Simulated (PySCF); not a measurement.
## Two-component Hartree-Fock for Hf⁺ (hafnium, charge +1)

Start: [Xe] 4f14 5d1 6s2; 5d5/2 filled at m_j = +5/2. Calculated with PySCF 2.14 in x2c-SVPall-2c (7s9p9d2f, 93 functions): generalised Hartree-Fock with the X2C-1e Hamiltonian and a Gaussian nucleus; spin-orbit coupling (SO) screened by Boettger's factors. This is a chosen level, not necessarily the ground level.

```csv
spinor shell,electrons,"ε, screened SO (eV)",weight of nominal j (screened SO),"rms radius, screened SO (bohr)"
1s1/2,2,-65678.3,1.000,0.0215
2s1/2,2,-11374.3,1.000,0.0869
2p1/2,2,-10844.5,1.000,0.0740
2p3/2,4,-9646.5,1.000,0.0812
3s1/2,2,-2657.5,1.000,0.222
3p1/2,2,-2422.5,1.000,0.214
3p3/2,4,-2161.2,1.000,0.228
3d3/2,4,-1767.6,1.000,0.202
3d5/2,6,-1711.2,1.000,0.206
4s1/2,2,-572.64,1.000,0.498
4p1/2,2,-474.89,1.000,0.508
4p3/2,4,-414.62,1.000,0.541
4d3/2,4,-253.49,1.000,0.571
5s1/2,2,-88.612,1.000,1.23
5p1/2,2,-57.019,0.989,1.42
5p3/2,4,-49.737,0.994,1.46
4f5/2,6,-40.392,0.997,0.742
4f7/2,8,-38.752,0.998,0.749
5d5/2,1,-14.379,1.000,2.45
6s1/2,2,-13.817,0.671,3.21
```

Q: Where does 4d5/2 lie, and what is the 4d spin-orbit splitting (screened SO)?

A: At -242.24 eV, 11.250 eV above 4d3/2.

```tsv
quantity	screened SO
E (hartree)	-15081.75128
M_J	5/2
⟨J²⟩	13.628
⟨L²⟩	7.619
⟨S²⟩	2.701
```

The determinant has a definite M_J but mixes levels of different J.

Each row is a mean over spinors that exchange with the open shell spreads, by up to 3.240 eV (5p3/2).

Rows whose weight is well below 1 are mixtures of j = l ± 1/2: exchange outweighs spin-orbit coupling there, and the label is only the starting occupation.

Breit and QED terms are absent; they matter most for the inner s and p1/2 levels.

Densities and radii are taken from the X2C orbitals without a picture-change correction, which distorts them close to the nucleus.
